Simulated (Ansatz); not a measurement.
Reaction (redistribution): `C=C[Si](O)(O)O` + `[SiH3]C[SiH2][SeH]` → `C=C[Si](O)(O)[SiH3]` + `OC[SiH2][SeH]`

Calculated with Ansatz (gas phase, PBE0-D4/def2-TZVP geometries, no zero-point term in ΔE). CBS: MP2 limit from def2 TZ/QZ plus the TZ coupled-cluster correction, frozen cores. DFT in def2-TZVPP. B3LYP here is the variant with VWN-RPA as its local correlation; programs differ in this. For Se outer-core shells are correlated without core-valence functions, which leaves a few kJ/mol of doubt a bond. Scalar relativity is left out up to krypton. One conformer a species, not always the lowest.

CCSD(T)/CBS gives +251.6 kJ/mol.

Problem. Another level gave +264.5 kJ/mol. Which?
A. PBE/def2-TZVPP
B. MP2/def2-TZVPP
C. B3LYP-D4/def2-TZVPP
D. SCS-MP2/def2-TZVPP

Solution. B. MP2/def2-TZVPP 264.5, PBE 216.8, SCS-MP2/def2-TZVPP 257.4, B3LYP-D4 238.2 kJ/mol.

Largest T1 diagnostic among the species: 0.013.

From PBE to PBE0 (25 % exact exchange), in def2-TZVPP and without D4, ΔE moves by +14.0 kJ/mol. The D4 term adds +5.0 kJ/mol with B3LYP and +2.4 kJ/mol with PBE0; it sums over pairs of atoms, weighted by their polarisabilities, and B3LYP, whose exchange is more repulsive, gets the larger term.
